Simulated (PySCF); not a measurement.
diethyl sulfide (C₄H₁₀S), singlet, geometry from GFN2-xTB. Base run: PySCF with B3LYP/STO-3G.

Geometry (Å):
```xyz
15

C      2.5607    -0.0078    -0.2384
C      1.1064     0.2496    -0.5813
S      0.0380    -0.2248     0.8290
C     -1.5539     0.4756     0.2767
C     -2.1930    -0.3159    -0.8488
H      2.8502     0.5677     0.6376
H      3.1966     0.2780    -1.0740
H      2.7168    -1.0620    -0.0228
H      0.9304     1.3084    -0.7772
H      0.8031    -0.3385    -1.4480
H     -1.3751     1.5124    -0.0112
H     -2.1827     0.4580     1.1664
H     -2.3149    -1.3556    -0.5542
H     -1.5822    -0.2790    -1.7481
H     -3.1720     0.0982    -1.0826
```
Charge 0, spin multiplicity 1.
All else is at PySCF's defaults.
Base energy -550.35540 Eh.

Each row names what was changed in the base input (with any setting that the change needs).

```
change                                                                            ΔE vs base (mEh)  SCF cycles        outcome
--------------------------------------------------------------------------------  ----------------  ----------  -------------
base                                                                                         0.000           8      converged
level_shift = 0.5 (with mf.max_cycle = 100)                                                  0.000          12      converged
init_guess = mod_huckel                                                                      0.000           9      converged
diis = off; damp = 0.6 (with mf.diis_start_cycle = 200; with mf.max_cycle = 150)             0.000          17      converged
init_guess = vsap                                                                            0.000           9      converged
level_shift = 0.1 (with mf.max_cycle = 100)                                                  0.000           8      converged
init_guess = huckel                                                                          0.000          11      converged
diis = off (with mf.max_cycle = 100)                                                             -         100  not converged
level_shift = 0.3 (with mf.max_cycle = 100)                                                  0.000          10      converged
level_shift = 1.0 (with mf.max_cycle = 100)                                                  0.000          23      converged
damp = 0.5; diis_start_cycle = 5                                                             0.000           9      converged
conv_tol = 1e-4                                                                              0.001           5      converged
diis_space = 4                                                                               0.000           8      converged
```
